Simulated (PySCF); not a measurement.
Input of a response calculation (the driver script's job line, then coordinates in Å):

```
{"job": {"kind": "uv", "xc": "B3LYP", "basis": "def2-SVPD", "ip": true, "nstates": 10}, "charge": 0, "multiplicity": 1}
La     0.000897     0.003436     0.339425
F      2.099196    -0.026445    -0.077760
F     -1.033608     1.814248    -0.136935
F     -1.066495    -1.791229    -0.124730
```

Its output, with some lines taken out ([cut]) and without the SCF cycles:

```
converged SCF energy = -331.1718160280

Static polarisability (au): isotropic 36.296, principal 27.388 40.648 40.853

Singlet excitations
state   eV       nm        f      main configurations
[cut]
  2   6.2251    199.2   0.00245   H-1->L 0.99
  3   6.5832    188.3   0.00955   H-2->L 0.99
  4   6.6794    185.6   0.00000   H-3->L 0.99
  5   6.9951    177.2   0.00495   H-4->L 0.99
[cut]
  7   7.2261    171.6   0.00429   H-6->L 0.98
  8   7.3145    169.5   0.00277   H-7->L 0.98
  9   7.3200    169.4   0.00281   H-8->L 0.98
[cut]

Triplet excitations (Tamm-Dancoff, eV): 6.1556 6.1709 6.5280 6.6645
[cut]
[cut]
```

Level of theory: TDDFT B3LYP/def2-SVPD, vertical, gas phase, core orbitals frozen in the response, def2 core potentials past Kr in PySCF. Geometry: PBE0-D3(BJ)/def2-SVP; no solvent, vibrations or thermal averaging. Atoms past krypton carry effective core potentials; spin–orbit coupling is left out. Note that the optimisation stopped short of convergence; the values belong to its last geometry.

Problem. Restore the lines that were cut, in order.

Solution. 
```
  1   6.2111    199.6   0.00238   H->L 0.99
  6   7.0006    177.1   0.00511   H-5->L 0.99
 10   7.5854    163.5   0.00008   H->L+1 0.91
Vertical ionisation energy (delta-SCF) = 12.2108 eV
Vertical electron affinity (delta-SCF) = 0.9118 eV
```

Problem. Give the energy of state 6 in hartree, cm⁻¹ and kJ/mol.

Solution. 0.25727 hartree, 56464 cm⁻¹, 675.5 kJ/mol.

Problem. What transition dipole goes with state 3?

Solution. |μ|² = 3f / (2ΔE) = 3 × 0.0095 / (2 × 0.2419) = 0.059 au, so |μ| = 0.62 D.

Problem. What is the total energy of state 6 at this geometry?

Solution. -331.17182 + 0.25727 = -330.91455 hartree.

Problem. Which species is it?

Solution. `[F][La]([F])[F]` (LaF3).

H and L stand for HOMO and LUMO.
